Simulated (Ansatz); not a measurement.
Isomers of CH$_{6}$BNSi, relaxed with PBE0-D4/def2-TZVP in Ansatz; electronic energies, one conformer each and not always the lowest. Functionals use def2-TZVPP; CBS adds triple-zeta CCSD(T) − MP2 to the MP2 limit of def2-TZVPP and def2-QZVPP.

Question: Order them by energy at frozen-core CCSD(T)/CBS, lowest first. (Estimate.)
A. `[SiH3]B1CN1`
B. `C=NB[SiH3]`
C. `CB1N[SiH2]1`
D. `B1NC[SiH2]1`
E. `NB1C[SiH2]1`
F. `CN1B[SiH2]1`
G. `B[SiH2]N=C`
H. `B1CN[SiH2]1`

Answer: C (0.0 kcal/mol), D (12.5 kcal/mol), E (15.1 kcal/mol), F (16.4 kcal/mol), B (21.6 kcal/mol), A (33.4 kcal/mol), H (37.9 kcal/mol), G (46.1 kcal/mol).

Question: How do HF/CBS(def2), B3LYP-D4, B3LYP, PBE0-D4 place them (kcal/mol, against `CB1N[SiH2]1`)? (Best estimate.)

Answer: Ansatz gave: 
```csv
isomer,HF/CBS(def2),B3LYP-D4,B3LYP,PBE0-D4
`[SiH3]B1CN1`,31.6,32.3,32.0,32.4
`B[SiH2]N=C`,34.3,44.0,44.1,50.5
`B1NC[SiH2]1`,12.8,13.3,14.0,12.5
`C=NB[SiH3]`,16.8,16.3,16.2,21.9
`NB1C[SiH2]1`,16.5,14.5,14.6,13.4
`CN1B[SiH2]1`,15.7,15.8,16.1,16.7
`B1CN[SiH2]1`,33.2,38.6,39.4,38.3
```

B3LYP here is the variant with VWN-RPA as its local correlation; programs differ in this.
